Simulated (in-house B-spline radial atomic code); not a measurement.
**Ionising Co with different functionals**

Computed with an all-electron radial atomic-structure program (B-spline basis): four-component Dirac-Coulomb Hamiltonian, Fermi nucleus of rms radius 3.7875 fm, spin-restricted, spherical fractional occupations for the functionals, and exact exchange of hybrids averaged over the configuration. The ionisation energy is the difference of two self-consistent energies, [Ar] 3d7 4s2 → [Ar] 3d8, without Breit or QED terms; ε is the level of the shell that loses the electron (mean over j). The two configurations differ by more than the removed electron. The electron is taken from both j subshells in proportion to 2j + 1, so the result is a j average, not the step between ground levels.

| method | rung | ΔSCF (eV) | -ε(4s) (eV) |
| --- | --- | --- | --- |
| B3LYP | global hybrid | 6.80 | 6.10 |
| wB97X | range-separated hybrid | 6.50 | 8.27 |
| CAM-B3LYP | range-separated hybrid | ? | ? |
| LC-wPBE | range-separated hybrid | ? | ? |

Task: What does CAM-B3LYP give?

Result: ΔSCF 6.66 eV, and -ε(4s) = 7.35 eV.

Task: What does LC-wPBE give?

Result: ΔSCF 5.89 eV, and -ε(4s) = 8.36 eV.

Task: Among the functionals, which spreads more, the ΔSCF values or the orbital energies?

Result: The orbital energies: ΔSCF values span about 0.91 eV and the orbital energies 2.27 eV.

Task: How do they compare with the NIST value?

Result: NIST lists 7.881 eV (measured, ground level to ground level). Errors run from -1.99 to -1.08 eV. The correlated functionals all miss on the same side by more than they spread, so the cause is common to them (Breit-QED terms, spin polarisation, the choice among j levels, multiplet and fine-structure energies, or a listed next ion that isn't the cheapest removal here) and closeness doesn't rank the functionals.
